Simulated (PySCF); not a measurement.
Compound: C2H9O4PSi.
Atom-mapped SMILES: `[CH3:1][O:2][P:3](=[O:4])([O:5][CH3:6])[O:7][SiH3:8]` (hydrogens: H9, H10, H11 on C1; H12, H13, H14 on C6; H15, H16, H17 on Si8)

Computed, not measured: PBE0/def2-SV(P) geometry optimisation, gas phase (PySCF 2.14.0).

Problem. What internal coordinates does the optimisation give?

Solution. 
```csv
bond,length (Å),order
"C1–O2, O5–C6",1.417,single
"O2–P3, P3–O5",1.604,single
P3=O4,1.476,double
P3–O7,1.592,single
O7–Si8,1.688,single
C1–H9 and 5 like bonds,1.103,single
"Si8–H15, Si8–H16, Si8–H17",1.491,single
```

Bonds in one row agree within 0.01 Å and their mean is given. Orders are formal, as drawn. A selection of angles:
```csv
angle,degrees
C1–O2–P3,120.0
O2–P3–O4,116.8
O2–P3–O5,102.4
O2–P3–O7,99.9
O4–P3–O5,114.9
O4–P3–O7,116.8
O5–P3–O7,103.8
P3–O5–C6,120.8
P3–O7–Si8,132.2
```

Torsions: C1–O2–P3–O4 -47° (synclinal); O2–P3–O5–C6 -158° (antiperiplanar); O2–P3–O7–Si8 49° (synclinal). The mirror-image conformer, all signs reversed, is as good.

The 4 O–P bonds span 1.476 Å (P3=O4, drawn double) to 1.606 Å (O2–P3, drawn single), a spread of 0.130 Å. Si8 (oxygen-bound silicon) is tetrahedral (angles from 106.2° to 110.7°). P3 (phosphoryl phosphorus) is distorted tetrahedral (angles from 99.9° to 116.8°). Of the pairs four or more bonds apart, O4···H12 is among the closest relative to their van der Waals radii: 2.57 Å, 94 % of the sum of Bondi's values. O2 (oxygen bonded to C and P) is bent (angle 120.0°).

Point group: C1 (no symmetry element, even within 0.4 Å). Stationary, but not proved a minimum. The numbers are those of one conformer.
